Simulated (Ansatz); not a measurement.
Consider the ligand exchange at the Si–O bond: `C[SiH](O)[O][GeH2][OH]` + PH₃ → `C[SiH](O)P` + `[OH][GeH2][OH]`.

Gas-phase electronic energies from Ansatz, PBE0-D4/def2-TZVP geometries. CBS: MP2 limit from def2 TZ/QZ plus the TZ coupled-cluster correction, frozen cores. This one scheme is used for every species. Functionals use def2-TZVPP. B3LYP here is the variant with VWN-RPA as its local correlation; programs differ in this. For Ge outer-core shells are correlated without core-valence functions, which leaves a few kJ/mol of doubt a bond. Scalar relativity is left out up to krypton. One conformer a species, not always the lowest.

CCSD(T)/CBS gives +1.24 eV.

Task: Another level gave +1.29 eV. Which?
A. B3LYP/def2-TZVPP
B. PBE/def2-TZVPP
C. CCSD(T)/def2-TZVPP
D. PBE0/def2-TZVPP

Result: C. CCSD(T)/def2-TZVPP 1.29, B3LYP 1.20, PBE 0.99, PBE0 1.07 eV.

Largest T1 diagnostic among the species: 0.013.

The D4 term adds +0.06 eV with B3LYP and +0.04 eV with PBE0; it sums over pairs of atoms, weighted by their polarisabilities, and B3LYP, whose exchange is more repulsive, gets the larger term. From PBE to PBE0 (25 % exact exchange), in def2-TZVPP and without D4, ΔE moves by +0.08 eV.
